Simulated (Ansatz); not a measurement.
Reaction (formal exchange of groups at a Zn–C bond): `[CH3][Zn][Br]` + `CSC(O)=S` → `C[S][Zn][Br]` + `CC(O)=S`

Computed with Ansatz on PBE0-D4/def2-TZVP structures; ΔE is electronic, products minus reactants. CCSD(T)/CBS adds triple-zeta CCSD(T) − MP2 to the extrapolated MP2 energy (def2 sets, frozen cores). For Br, Zn outer-core shells are correlated without core-valence functions, which leaves a few kJ/mol of doubt a bond. Scalar relativity is left out up to krypton. One conformer a species, not always the lowest.

```csv
species,CCSD(T)/CBS(def2) energy (Eh)
`[CH3][Zn][Br]`,-4391.61974
`CSC(O)=S`,-949.22245
`C[S][Zn][Br]`,-4789.42259
`CC(O)=S`,-551.45551
```

(1) Work out ΔE.

Largest T1 diagnostic among the species: 0.017.

## Answers

(1) ΔE = (-4789.42259) + (-551.45551) − (-4391.61974) − (-949.22245) = -0.03591 Eh = -94.3 kJ/mol.

From PBE to PBE0 (25 % exact exchange), in def2-TZVPP and without D4, ΔE moves by −12.3 kJ/mol. The D4 term adds +4.2 kJ/mol with B3LYP and +2.1 kJ/mol with PBE0; it sums over pairs of atoms, weighted by their polarisabilities, and B3LYP, whose exchange is more repulsive, gets the larger term.

B3LYP here is the variant with VWN-RPA as its local correlation; programs differ in this.
